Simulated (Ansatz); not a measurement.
Born–Oppenheimer molecular dynamics of a periodic cell of 13 atoms, Tc$_{12}$B (host Tc, host structure hcp, interstitial B). It goes on from the last frame of an earlier run, with new velocities.

The calculation used DFT PBE-D3(BJ), scalar-relativistic, plane waves, PAW in Ansatz. Settings: cutoff 600 eV, k mesh 4x3x4, fermi-dirac smearing 0.1 eV, no spin polarisation.

```json
{
  "ensemble": "NVE (velocity Verlet)",
  "time step": "1 fs",
  "steps asked": "150",
  "starting velocities drawn for": "840 K",
  "seed": "38629"
}
```

Frames 10 fs apart, positions in Å, forces in eV/Å.

Velocities at 30.0 fs (Å/ps):

```
Tc -2.80 -0.18 -1.80
Tc 2.70 -0.48 0.30
Tc -1.68 2.20 2.78
Tc 0.46 0.52 0.17
Tc -0.57 -1.55 -1.02
Tc 1.22 -1.59 3.73
Tc 0.94 0.04 0.89
Tc -1.26 0.47 -0.98
Tc -2.52 3.42 -2.25
Tc 5.68 -4.00 1.93
Tc 1.05 2.38 -4.46
Tc -2.84 -0.84 0.47
B -3.48 -3.56 2.00
```

```xyz
13
Lattice="5.4800 0.0000 0.0000 -4.1100 7.1187 0.0000 0.0000 0.0000 4.3950" Properties=species:S:1:pos:R:3:forces:R:3 time_fs=30.0 energy_less_start_eV=0.417 T=572
Tc 0.132 -0.066 -0.115 0.15 -0.12 0.39
Tc 0.005 1.521 2.040 1.74 0.17 0.64
Tc -1.229 2.300 -0.203 -1.17 0.38 1.36
Tc -1.262 3.842 2.157 -0.29 -0.88 -1.60
Tc -2.769 4.658 0.012 0.42 -0.69 0.86
Tc -2.583 6.334 2.243 -2.85 0.97 -2.64
Tc 2.948 0.026 0.112 -1.15 0.81 -0.78
Tc 2.909 1.492 2.147 -1.51 0.82 0.05
Tc 1.272 2.289 -0.070 2.42 -0.10 -0.26
Tc 1.503 3.866 2.218 -0.36 -0.24 0.06
Tc 0.153 4.685 -0.030 1.39 -1.06 1.66
Tc 0.186 6.306 2.088 0.81 -0.37 0.17
B -1.265 5.472 3.328 0.41 0.30 0.10
13
Lattice="5.4800 0.0000 0.0000 -4.1100 7.1187 0.0000 0.0000 0.0000 4.3950" Properties=species:S:1:pos:R:3:forces:R:3 time_fs=40.0 energy_less_start_eV=0.532 T=497
Tc 0.106 -0.068 -0.131 0.47 0.06 0.66
Tc 0.040 1.516 2.046 1.04 0.11 0.59
Tc -1.251 2.323 -0.170 -0.81 0.05 0.86
Tc -1.258 3.842 2.150 -0.08 -1.00 -1.47
Tc -2.773 4.639 0.007 0.43 -0.44 1.11
Tc -2.585 6.324 2.266 -2.98 1.14 -2.87
Tc 2.951 0.030 0.117 -1.28 0.84 -0.88
Tc 2.890 1.500 2.138 -1.02 0.57 0.26
Tc 1.259 2.322 -0.093 2.29 -0.71 0.01
Tc 1.557 3.826 2.237 -0.98 0.36 -0.36
Tc 0.171 4.703 -0.065 1.47 -1.40 2.28
Tc 0.162 6.296 2.093 1.11 -0.13 -0.05
B -1.278 5.457 3.351 0.34 0.54 -0.14
13
Lattice="5.4800 0.0000 0.0000 -4.1100 7.1187 0.0000 0.0000 0.0000 4.3950" Properties=species:S:1:pos:R:3:forces:R:3 time_fs=50.0 energy_less_start_eV=0.413 T=574
Tc 0.083 -0.070 -0.140 0.68 0.31 0.81
Tc 0.085 1.514 2.058 0.21 0.08 0.42
Tc -1.281 2.347 -0.128 -0.24 -0.31 0.29
Tc -1.255 3.833 2.130 0.13 -0.52 -0.78
Tc -2.772 4.617 0.012 0.89 0.20 0.85
Tc -2.616 6.324 2.262 -2.31 0.71 -2.49
Tc 2.942 0.043 0.113 -1.22 0.83 -0.77
Tc 2.861 1.514 2.131 -0.36 0.17 0.47
Tc 1.268 2.348 -0.116 1.85 -1.26 0.45
Tc 1.601 3.789 2.252 -1.40 0.95 -0.82
Tc 0.203 4.707 -0.078 0.80 -1.36 2.38
Tc 0.149 6.285 2.098 1.23 0.24 -0.43
B -1.265 5.483 3.361 -0.26 -0.05 -0.38
13
Lattice="5.4800 0.0000 0.0000 -4.1100 7.1187 0.0000 0.0000 0.0000 4.3950" Properties=species:S:1:pos:R:3:forces:R:3 time_fs=60.0 energy_less_start_eV=0.265 T=669
Tc 0.068 -0.068 -0.141 0.72 0.51 0.84
Tc 0.131 1.511 2.074 -0.63 0.14 0.20
Tc -1.313 2.367 -0.082 0.41 -0.69 -0.27
Tc -1.251 3.819 2.102 0.33 -0.04 -0.07
Tc -2.763 4.596 0.025 1.24 0.90 0.48
Tc -2.670 6.331 2.233 -1.26 0.12 -1.90
Tc 2.921 0.064 0.102 -1.01 0.42 -0.70
Tc 2.828 1.530 2.129 0.35 -0.35 0.58
Tc 1.295 2.361 -0.135 1.27 -1.62 0.94
Tc 1.632 3.762 2.260 -1.70 1.54 -1.16
Tc 0.241 4.699 -0.069 -0.50 -0.82 1.84
Tc 0.147 6.276 2.098 0.99 0.47 -0.66
B -1.270 5.505 3.341 -0.21 -0.57 -0.10
13
Lattice="5.4800 0.0000 0.0000 -4.1100 7.1187 0.0000 0.0000 0.0000 4.3950" Properties=species:S:1:pos:R:3:forces:R:3 time_fs=70.0 energy_less_start_eV=0.198 T=713
Tc 0.059 -0.061 -0.135 0.58 0.60 0.72
Tc 0.172 1.511 2.092 -1.33 0.30 0.02
Tc -1.342 2.381 -0.040 1.03 -1.06 -0.78
Tc -1.244 3.804 2.074 0.47 0.20 0.48
Tc -2.742 4.584 0.044 1.11 1.33 0.19
Tc -2.736 6.339 2.186 0.09 -0.52 -1.15
Tc 2.890 0.088 0.083 -0.72 -0.38 -0.74
Tc 2.798 1.542 2.132 0.97 -0.83 0.52
Tc 1.334 2.359 -0.144 0.70 -1.67 1.30
Tc 1.646 3.750 2.256 -1.89 1.95 -1.21
Tc 0.276 4.682 -0.041 -1.47 -0.24 1.13
Tc 0.155 6.272 2.093 0.32 0.44 -0.53
B -1.291 5.484 3.312 0.14 -0.11 0.05
13
Lattice="5.4800 0.0000 0.0000 -4.1100 7.1187 0.0000 0.0000 0.0000 4.3950" Properties=species:S:1:pos:R:3:forces:R:3 time_fs=80.0 energy_less_start_eV=0.200 T=711
Tc 0.056 -0.049 -0.121 0.34 0.56 0.42
Tc 0.200 1.513 2.110 -1.79 0.53 -0.05
Tc -1.360 2.385 -0.005 1.50 -1.28 -1.21
Tc -1.232 3.792 2.049 0.50 0.28 0.99
Tc -2.710 4.585 0.064 0.64 1.42 -0.15
Tc -2.801 6.343 2.127 1.42 -1.03 -0.30
Tc 2.853 0.109 0.058 -0.35 -1.10 -0.67
Tc 2.778 1.546 2.141 1.36 -1.03 0.36
Tc 1.381 2.341 -0.141 0.18 -1.29 1.40
Tc 1.642 3.757 2.240 -1.90 1.96 -0.93
Tc 0.296 4.663 -0.002 -1.80 0.12 0.45
Tc 0.167 6.272 2.082 -0.40 0.33 -0.30
B -1.302 5.455 3.284 0.29 0.53 -0.02
13
Lattice="5.4800 0.0000 0.0000 -4.1100 7.1187 0.0000 0.0000 0.0000 4.3950" Properties=species:S:1:pos:R:3:forces:R:3 time_fs=90.0 energy_less_start_eV=0.157 T=739
Tc 0.056 -0.032 -0.103 0.07 0.41 -0.06
Tc 0.210 1.520 2.128 -1.91 0.67 -0.05
Tc -1.363 2.376 0.018 1.70 -1.19 -1.43
Tc -1.216 3.781 2.035 0.31 0.40 1.50
Tc -2.672 4.599 0.082 0.15 1.20 -0.71
Tc -2.852 6.336 2.066 2.42 -1.12 0.56
Tc 2.811 0.119 0.026 0.10 -1.50 -0.43
Tc 2.772 1.540 2.153 1.43 -0.84 0.17
Tc 1.429 2.310 -0.125 -0.32 -0.50 1.26
Tc 1.619 3.782 2.216 -1.56 1.46 -0.43
Tc 0.299 4.645 0.041 -1.65 0.28 -0.29
Tc 0.174 6.275 2.068 -0.81 0.33 -0.13
B -1.289 5.467 3.257 0.07 0.41 0.03
13
Lattice="5.4800 0.0000 0.0000 -4.1100 7.1187 0.0000 0.0000 0.0000 4.3950" Properties=species:S:1:pos:R:3:forces:R:3 time_fs=100.0 energy_less_start_eV=0.097 T=778
Tc 0.057 -0.010 -0.086 -0.18 0.16 -0.58
Tc 0.202 1.534 2.145 -1.61 0.59 -0.03
Tc -1.351 2.356 0.027 1.58 -0.82 -1.37
Tc -1.196 3.775 2.036 -0.11 0.52 1.78
Tc -2.632 4.625 0.094 -0.34 0.63 -1.18
Tc -2.880 6.319 2.010 2.86 -0.78 1.30
Tc 2.771 0.114 -0.010 0.61 -1.53 -0.03
Tc 2.779 1.526 2.167 1.17 -0.42 -0.01
Tc 1.475 2.275 -0.096 -0.80 0.52 0.96
Tc 1.581 3.822 2.188 -0.87 0.63 0.13
Tc 0.286 4.629 0.081 -1.26 0.35 -1.08
Tc 0.174 6.281 2.053 -0.83 0.44 0.00
B -1.271 5.511 3.233 -0.22 -0.30 0.10
13
Lattice="5.4800 0.0000 0.0000 -4.1100 7.1187 0.0000 0.0000 0.0000 4.3950" Properties=species:S:1:pos:R:3:forces:R:3 time_fs=110.0 energy_less_start_eV=0.093 T=780
Tc 0.057 0.013 -0.074 -0.32 -0.19 -0.91
Tc 0.179 1.553 2.162 -0.95 0.23 -0.05
Tc -1.322 2.327 0.023 1.17 -0.30 -1.07
Tc -1.178 3.774 2.053 -0.64 0.47 1.58
Tc -2.596 4.657 0.094 -1.01 -0.29 -1.21
Tc -2.880 6.294 1.966 2.66 -0.14 1.77
Tc 2.737 0.095 -0.046 1.09 -1.29 0.45
Tc 2.797 1.508 2.180 0.75 0.05 -0.19
Tc 1.512 2.245 -0.057 -1.16 1.48 0.52
Tc 1.535 3.868 2.160 -0.04 -0.26 0.69
Tc 0.260 4.617 0.111 -0.78 0.41 -1.73
Tc 0.166 6.292 2.038 -0.66 0.50 0.21
B -1.269 5.531 3.215 -0.10 -0.67 -0.05
13
Lattice="5.4800 0.0000 0.0000 -4.1100 7.1187 0.0000 0.0000 0.0000 4.3950" Properties=species:S:1:pos:R:3:forces:R:3 time_fs=120.0 energy_less_start_eV=0.159 T=738
Tc 0.053 0.035 -0.072 -0.28 -0.63 -0.95
Tc 0.146 1.575 2.178 -0.13 -0.29 -0.13
Tc -1.283 2.296 0.008 0.57 0.24 -0.66
Tc -1.166 3.777 2.086 -1.10 0.06 0.78
Tc -2.570 4.687 0.083 -1.85 -1.32 -0.77
Tc -2.855 6.268 1.940 1.95 0.56 1.87
Tc 2.713 0.063 -0.078 1.47 -0.93 0.73
Tc 2.823 1.491 2.192 0.24 0.45 -0.31
Tc 1.538 2.228 -0.014 -1.26 1.98 0.05
Tc 1.488 3.911 2.139 0.70 -0.96 1.10
Tc 0.227 4.609 0.124 -0.25 0.47 -2.00
Tc 0.151 6.308 2.026 -0.34 0.46 0.39
B -1.274 5.499 3.194 0.28 -0.08 -0.10
13
Lattice="5.4800 0.0000 0.0000 -4.1100 7.1187 0.0000 0.0000 0.0000 4.3950" Properties=species:S:1:pos:R:3:forces:R:3 time_fs=130.0 energy_less_start_eV=0.301 T=646
Tc 0.047 0.050 -0.078 -0.02 -1.06 -0.75
Tc 0.112 1.593 2.193 0.67 -0.79 -0.24
Tc -1.238 2.267 -0.013 -0.14 0.73 -0.22
Tc -1.165 3.781 2.126 -1.39 -0.54 -0.42
Tc -2.562 4.703 0.064 -2.39 -1.95 -0.30
Tc -2.810 6.248 1.931 1.00 1.03 1.63
Tc 2.704 0.022 -0.103 1.59 -0.20 0.91
Tc 2.851 1.478 2.201 -0.30 0.75 -0.33
Tc 1.552 2.232 0.030 -1.07 1.87 -0.38
Tc 1.448 3.945 2.130 1.22 -1.31 1.26
Tc 0.191 4.606 0.118 0.31 0.45 -1.76
Tc 0.134 6.328 2.016 0.30 0.38 0.31
B -1.258 5.462 3.168 0.22 0.65 0.28
13
Lattice="5.4800 0.0000 0.0000 -4.1100 7.1187 0.0000 0.0000 0.0000 4.3950" Properties=species:S:1:pos:R:3:forces:R:3 time_fs=140.0 energy_less_start_eV=0.419 T=570
Tc 0.040 0.054 -0.092 0.39 -1.37 -0.46
Tc 0.084 1.605 2.206 1.32 -1.11 -0.40
Tc -1.194 2.245 -0.036 -0.84 1.09 0.23
Tc -1.177 3.780 2.162 -1.47 -0.55 -1.29
Tc -2.577 4.701 0.042 -2.33 -1.93 -0.05
Tc -2.756 6.237 1.939 -0.01 1.16 1.21
Tc 2.710 -0.020 -0.119 1.37 1.15 1.37
Tc 2.876 1.472 2.207 -0.81 0.93 -0.30
Tc 1.556 2.252 0.070 -0.74 1.32 -0.74
Tc 1.420 3.967 2.132 1.47 -1.30 1.16
Tc 0.159 4.607 0.095 0.80 0.31 -1.06
Tc 0.119 6.352 2.010 1.08 0.22 0.04
B -1.225 5.471 3.164 -0.24 0.08 0.30
```

Of the whole run (150 fs, mean temperature of the second half 697 K): The conserved energy stayed within 0.026 meV per atom of its start (net change 0.021 meV per atom), so the integration is sound. A run of 0.15 ps of so small a system gives no equilibrium averages. Limits of this set-up: coarse k mesh, odd electron count without spin.

Run time: 33 min on 4 threads of Arm Neoverse V1 (shared host), peak memory 1.9 GiB.
